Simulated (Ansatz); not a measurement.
Cost and result for the atomization energy of GeH$_{4}$OS$_{2}$ (`[OH][GeH2][S]S`) (8 atoms, 7 bonds).

Charge 0, multiplicity 1. Correlated methods include outer-core shells of Ge, which these sets cover unevenly. Scalar relativity is left out up to krypton. The geometry is a stationary point of PBE0-D4/def2-TZVP. It is one conformer, not always the lowest. Program: Ansatz. All runs use 4 threads of a server CPU on a shared host. Times are those of one run each, without the atoms' runs, and a repeat can differ threefold. Electronic energies, without spin–orbit coupling; frozen cores. CCSD(T)/CBS adds CCSD(T) − MP2 in def2-TZVPP to the MP2 limit, and its time is that of the two runs behind it. T1 = 0.012. With those shells the extrapolation isn't a true limit.

CCSD(T)/CBS is a level of theory with its own doubt, some kJ/mol a heavy atom from the limit and from the frozen cores, so smaller differences don't rank the functionals.

```csv
level,functions,wall time,atomization (kcal/mol),difference from CCSD(T)/CBS,per bond
revPBE-D4/def2-TZVPP,219,1.4 s,554.5,-10.1,-1.5
PBE-D4/def2-TZVPP (with forces),219,1.8 s,570.1,5.5,0.8
PBE0-D4/def2-TZVPP,219,2.2 s,556.3,-8.3,-1.2
CCSD(T)/def2-SVP,102,3 s,505.1,-59.5,-8.5
r2SCAN-D4/def2-TZVPP (with forces),219,3.4 s,564.3,-0.3,0.0
B2PLYP/def2-TZVPP,219,3.7 s,549.2,-15.4,-2.2
PBE-QIDH/def2-TZVPP,219,3.8 s,552.8,-11.8,-1.7
r2SCANh-D4/def2-TZVPP,219,4 s,558.6,-6.0,-0.9
B97M-V/def2-TZVPP,219,6 s,569.5,4.9,0.7
ωB97X-V/def2-TZVPP,219,6 s,566.1,1.5,0.2
MP2/def2-QZVPP,406,13 s,565.2,0.6,0.1
CCSD(T)/def2-TZVPP,219,79 s,545.5,-19.1,-2.7
CCSD(T)/CBS(def2),–,92 s,564.6,0.0,0.0
```

From BLYP to BHLYP (50 % exact exchange), in def2-TZVPP and without D4, the atomization energy moves by −17.3 kcal/mol: exact exchange takes away binding that semilocal exchange gives to molecules. At CCSD(T), def2-SVP lies −59.6 kcal/mol from the extrapolated value and def2-TZVPP −19.1 kcal/mol: correlation converges slowly with the basis, and small sets miss more of it in the bonded molecule than in its fragments. In def2-TZVPP, CCSD(T) changes the Hartree–Fock value by +176.5 kcal/mol (the triples alone add +12.0 kcal/mol) and MP2 by +185.0 kcal/mol; breaking electron pairs costs correlation energy, which Hartree–Fock lacks.
